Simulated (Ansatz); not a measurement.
The cluster Se₂S⁺. Total charge 1; quartet. Geometry PBE0-D4/def2-TZVP; atoms count from 1.

```xyz
3

S    -0.6829   -0.8554    0.9878
Se   -0.1553   -0.4541   -1.0400
Se    0.8382    1.3096    0.0522
```

At PBE0-D4/def2-TZVP a doublet of charge 1 lies 0.76 eV below the quartet, each at its own geometry. The structure comes from a short search, and lower isomers may exist.

**Question.** Estimate the Mulliken populations from the PBE0/def2-TZVP orbitals of Ansatz.

**Answer.** 
```tsv
atom	charge (e)	spin (α − β)
S1	0.23	1.23
Se2	0.38	0.36
Se3	0.39	1.42
```
Mulliken values and Mayer orders depend strongly on the basis.

**Question.** Where does the spin sit?

**Answer.** Summed by element: S 1.23, Se 1.77, of 3 unpaired in all. Largest on single atoms: Se3 1.42, S1 1.23, Se2 0.36.

**Question.** And the Mayer bond orders between bonded heavy atoms (over 0.3)?

**Answer.** S1–Se2 1.40 (2.13 Å); Se2–Se3 1.25 (2.30 Å). Values over 0.3 also appear between atoms too far apart for a bond (S1–Se3 0.56 at 2.81 Å); they arise where an orbital or an unpaired electron spreads over both atoms.
